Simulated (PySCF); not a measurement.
Working out the ionisation energy of Ag⁺

Ag⁺ [Kr] 4d10 (1S) → Ag²⁺ [Kr] 4d9 (2D). Computed with PySCF 2.14 in cc-pVTZ-PP with ECP28MDF (5s5p4d2f1g, 63 functions), with scalar relativity through the core potential. Frozen: 4s2 4p6. Energies in hartree (1 hartree = 27.21139 eV):

```csv
part,Ag⁺ (lower),Ag²⁺ (upper)
UHF,-145.821659,-145.098626
MP2 opposite-spin,-0.230468,-0.182860
MP2 same-spin,-0.129913,-0.103948
```

Problem. What does Hartree-Fock give?

Solution. (-145.098626) − (-145.821659) = 0.723033 hartree = 19.675 eV.

Problem. What do MP2 and SCS-MP2 (6/5 opposite-spin, 1/3 same-spin) give?

Solution. The opposite-spin parts differ by 1.295 eV and the same-spin parts by 0.707 eV. MP2: 19.675 + (1.295) + (0.707) = 21.677 eV. SCS-MP2: 19.675 + 1.2 × (1.295) + (0.707)/3 = 21.465 eV.

Reference: 21.484 eV (measured; NIST Atomic Spectra Database, ionization energies), between the lowest levels; spin-orbit coupling is absent from the calculation.

What remains against the reference includes basis incompleteness, the frozen core and correlation beyond second order.
